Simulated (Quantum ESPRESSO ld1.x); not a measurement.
ld1.x (Quantum ESPRESSO 7.5) input

```
 &input
    atom='Ta',
    iswitch=1,
    rel=1,
    lsd=1,
    dft='PZ',
    config='[Kr] 4d10 4f10',
    verbosity='high',
    prefix='ld1',
    max_out_wfc=37,
    file_charge='ld1.rho',
 /
```

Command: `OMP_NUM_THREADS=1 ld1.x < ld1.in > ld1.out`

Standard output:

```
     Program LD1 v.7.5 starts

     --------------------------- All-electron run ----------------------------

     scalar relativistic calculation

     atomic number is 73.00
     dft =PZ   lsd =1 sic =0 latt =0  beta=0.20 tr2=1.0E-14
     Exchange-correlation= PZ
                           (   1   1   0   0   0   0   0)
     mesh =2113 r(mesh) = 100.03704 a.u. xmin = -8.00 dx = 0.00800
     1 Ry =  13.60569312 eV, c = 137.03599908

     n l     nl                  e(Ry)          e(Ha)          e(eV)
     1 0     1S 1( 1.00)   -4977.380770620   -2488.690385310 -67720.7153213
     2 0     2S 1( 1.00)    -879.712132440    -439.856066220 -11969.0933105
     2 1     2P 1( 3.00)    -774.871826805    -387.435913403 -10542.6682852
     3 0     3S 1( 1.00)    -224.234635608    -112.117317804  -3050.8676396
     3 1     3P 1( 3.00)    -193.049717179     -96.524858590  -2626.5752094
     4 0     4S 1( 1.00)     -68.321081840     -34.160540920   -929.5556733
     4 1     4P 1( 3.00)     -57.915071922     -28.957535961   -787.9746958
     3 2     3D 1( 5.00)    -156.600713394     -78.300356697  -2130.6612493
     4 2     4D 1( 5.00)     -44.594063359     -22.297031679   -606.7331412
     4 3     4F 1( 7.00)     -29.646904791     -14.823452396   -403.3666886
     1 0     1S 2( 1.00)   -4977.381758859   -2488.690879430 -67720.7287670
     2 0     2S 2( 1.00)    -879.701416501    -439.850708251 -11968.9475128
     2 1     2P 2( 3.00)    -774.863946096    -387.431973048 -10542.5610626
     3 0     3S 2( 1.00)    -224.021827799    -112.010913900  -3047.9722419
     3 1     3P 2( 3.00)    -192.836895523     -96.418447761  -2623.6796233
     4 0     4S 2( 1.00)     -67.957458738     -33.978729369   -924.6083290
     4 1     4P 2( 3.00)     -57.563221696     -28.781610848   -783.1875296
     3 2     3D 2( 5.00)    -156.434713152     -78.217356576  -2128.4027009
     4 2     4D 2( 5.00)     -44.251268940     -22.125634470   -602.0691855
     4 3     4F 2( 3.00)     -29.296313690     -14.648156845   -398.5966537

     final scf error:  1.3E-15 reached in  30 iterations

     Etot =  -30979.474063 Ry,  -15489.737031 Ha, -421497.217207 eV
     Total magnetization:    4.00 Bohr mag.

     Ekin =   34053.155308 Ry,   17026.577654 Ha,  463316.780992 eV
     Encl =  -74863.968623 Ry,  -37431.984311 Ha,-1018576.183051 eV
     Eh   =   10413.538611 Ry,    5206.769306 Ha,  141683.410667 eV
     Exc  =    -582.199359 Ry,    -291.099680 Ha,   -7921.225815 eV

     normalization and overlap integrals

     s(1S/1S) =  1.000000  <r> =   0.0187  <r2> =    0.0005  r(max) =   0.0117
     s(1S/2S) = -0.030998
     s(1S/3S) = -0.013561
     s(1S/4S) = -0.006711
     s(2S/2S) =  1.000000  <r> =   0.0790  <r2> =    0.0074  r(max) =   0.0668
     s(2S/3S) = -0.008641
     s(2S/4S) = -0.004080
     s(2P/2P) =  1.000000  <r> =   0.0706  <r2> =    0.0061  r(max) =   0.0547
     s(2P/3P) = -0.006852
     s(2P/4P) = -0.003075
     s(3S/3S) =  1.000000  <r> =   0.2049  <r2> =    0.0480  r(max) =   0.1889
     s(3S/4S) = -0.002940
     s(3P/3P) =  1.000000  <r> =   0.2049  <r2> =    0.0487  r(max) =   0.1859
     s(3P/4P) = -0.002499
     s(4S/4S) =  1.000000  <r> =   0.4532  <r2> =    0.2316  r(max) =   0.4272
     s(4P/4P) =  1.000000  <r> =   0.4786  <r2> =    0.2599  r(max) =   0.4447
     s(3D/3D) =  1.000000  <r> =   0.1856  <r2> =    0.0404  r(max) =   0.1522
     s(3D/4D) = -0.001837
     s(4D/4D) =  1.000000  <r> =   0.5032  <r2> =    0.2914  r(max) =   0.4555
     s(4F/4F) =  1.000000  <r> =   0.5292  <r2> =    0.3302  r(max) =   0.4171
     s(1S/1S) =  1.000000  <r> =   0.0187  <r2> =    0.0005  r(max) =   0.0117
     s(1S/2S) = -0.030998
     s(1S/3S) = -0.013570
     s(1S/4S) = -0.006704
     s(2S/2S) =  1.000000  <r> =   0.0790  <r2> =    0.0074  r(max) =   0.0668
     s(2S/3S) = -0.008647
     s(2S/4S) = -0.004076
     s(2P/2P) =  1.000000  <r> =   0.0706  <r2> =    0.0061  r(max) =   0.0547
     s(2P/3P) = -0.006857
     s(2P/4P) = -0.003070
     s(3S/3S) =  1.000000  <r> =   0.2048  <r2> =    0.0479  r(max) =   0.1889
     s(3S/4S) = -0.002939
     s(3P/3P) =  1.000000  <r> =   0.2048  <r2> =    0.0486  r(max) =   0.1859
     s(3P/4P) = -0.002497
     s(4S/4S) =  1.000000  <r> =   0.4535  <r2> =    0.2319  r(max) =   0.4272
     s(4P/4P) =  1.000000  <r> =   0.4790  <r2> =    0.2603  r(max) =   0.4447
     s(3D/3D) =  1.000000  <r> =   0.1854  <r2> =    0.0403  r(max) =   0.1522
     s(3D/4D) = -0.001834
     s(4D/4D) =  1.000000  <r> =   0.5040  <r2> =    0.2923  r(max) =   0.4555
     s(4F/4F) =  1.000000  <r> =   0.5314  <r2> =    0.3333  r(max) =   0.4171

     ------------------------ End of All-electron run ------------------------
```

Run on one thread of a shared host, so times are rough (Intel(R) Xeon(R) Processor @ 2.60GHz): 0.58 s of CPU time, 1.6 s wall, 30 iterations on 2113 mesh points.
